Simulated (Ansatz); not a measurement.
System: YH (charge 0, singlet). SMILES: [YH]
Structure (B3LYP-D3(BJ)/def2-TZVP (Ansatz, a program for electronic structure) minimum search):
```xyz
2

Y      0.0000     0.0000    -0.0480
H      0.0000     0.0000     1.8702
```
Charge 0, spin multiplicity 1.

Parts of the frozen-core correlation energy in def2-SVP (Ansatz, hartree). Frozen orbitals: 4; correlated occupied orbitals by spin: 2 and 2; virtual: 30 and 30. No spin-orbit coupling. Past Kr the def2 sets carry scalar-relativistic core potentials. The restricted reference is unstable.

```json
[
 {"term": "reference (HF)", "value": "-38.38448"},
 {"term": "MP2 opposite-spin", "value": "-0.04218"},
 {"term": "MP2 same-spin", "value": "___"},
 {"term": "CCSD correlation", "value": "___"},
 {"term": "(T)", "value": "___"},
 {"term": "CCSDT minus CCSD(T)", "value": "-0.00035"},
 {"term": "CCSDT(Q) minus CCSD(T)", "value": "-0.00038"},
 {"term": "T1 diagnostic", "value": "0.016"},
 {"term": "largest doubles amplitude", "value": "0.125"}
]
```

Some entries are withheld; supply them.


- MP2 same-spin, value: -0.00242
- CCSD correlation, value: -0.06145
- (T), value: -0.00106
